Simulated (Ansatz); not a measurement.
All numbers were calculated with Ansatz.

A structure relaxed at PBE0-D4/def2-TZVP, charge 0, multiplicity 1:

```xyz
9

C     1.208   -0.124    0.097
Si   -0.570   -0.160   -0.403
S    -1.710    1.478    0.315
Cl   -0.731   -0.045   -2.438
Cl   -1.379   -1.936    0.226
H     1.674    0.798   -0.255
H     1.294   -0.171    1.185
H     1.735   -0.979   -0.331
H    -1.521    1.141    1.604
```

Task: Give its formula and SMILES.

Result: CH4Cl2SSi, `C[Si](S)(Cl)Cl`.

Task: Summarise the bond lengths by kind.

Result: 1 × C–Si 1.847 Å; 3 × C–H 1.092 Å; 1 × S–Si 2.121 Å; 2 × Cl–Si 2.045 to 2.051 Å; 1 × H–S 1.345 Å.
